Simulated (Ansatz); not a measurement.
Ansatz (a first-principles code) input (SVWN5/def2-TZVPD):

Ansatz 0.2 input:
```yaml
crystal:
  periodic: [false, false, false]
  atoms:
    - {symbol: Mo, position_ang: [0.07138321, -0.05643919, -0.08448707]}
    - {symbol: O, position_ang: [-1.29345374, -1.13831181, -0.01304596]}
    - {symbol: O, position_ang: [-0.20625833, 1.48595911, -0.84754326]}
    - {symbol: O, position_ang: [1.12495018, -0.05134153, 1.30414634]}
basis:
  gaussian:
    orbitals: def2-TZVPD
hamiltonian:
  xc: {name: SVWN5}
total_charge: -1
magnetization: {spin_polarized: true, initial_magnetization: 1}
output: {forces: true}
```

End of the output:

```
mean field: 0.64 GiB planned
mean field evaluation 1: about -7948.1889 eV, gradient 5.6e1 eV
mean field evaluation 2: about -7718.8763 eV, gradient 2.4e2 eV
mean field evaluation 4: about -7958.8081 eV, gradient 1.1e1 eV
mean field evaluation 8: about -7959.3248 eV, gradient 3.4e-1 eV
mean field evaluation 16: about -7959.3190 eV, gradient 1.2e-3 eV
mean field -7959.31901790 eV, -292.4995788875 hartree, gradient 2.3e-5 eV, S^2 0.754132; 0 other end points of the search recorded, 0 dependent functions left out
the calculation of the forces begins
reference -7959.31906065 eV, -292.4995804588 hartree; 20, 19 occupied and 140, 141 virtual orbitals, 860 factors
Total energy: -7959.31906065 eV, -292.4995804588 hartree
Atom 0 at     0.071383    -0.056439    -0.084487 Å, force     0.031443    -0.024764    -0.036913 eV/Å
Atom 1 at    -1.293454    -1.138312    -0.013046 Å, force     0.239542     0.273006     0.046709 eV/Å
Atom 2 at    -0.206258     1.485959    -0.847543 Å, force     0.006878    -0.288599     0.225295 eV/Å
Atom 3 at     1.124950    -0.051342     1.304146 Å, force    -0.277863     0.040357    -0.235091 eV/Å
Dipole moment:     0.136475    -0.107904    -0.161528 e Å
```

The spin state was set by rule; other spins were not relaxed.
